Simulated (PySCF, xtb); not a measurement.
Ga(NHMe)(OH)2 (CH6GaNO2), SMILES C[NH][Ga]([OH])[OH].

GFN2-xTB run with xtb at its own geometry gives an orbital gap of 3.03 eV and a dipole moment of 2.11 D.

Geometry: B3LYP-D3(BJ)/def2-SVP. One conformer was computed; it need not be the lowest.

Q: What does PBE/def2-TZVP (PySCF) give? (An estimate is asked for; the answer gives what the named calculation found.)

A: gap 4.00 eV (levels -5.38 and -1.38 eV), dipole 2.04 D.
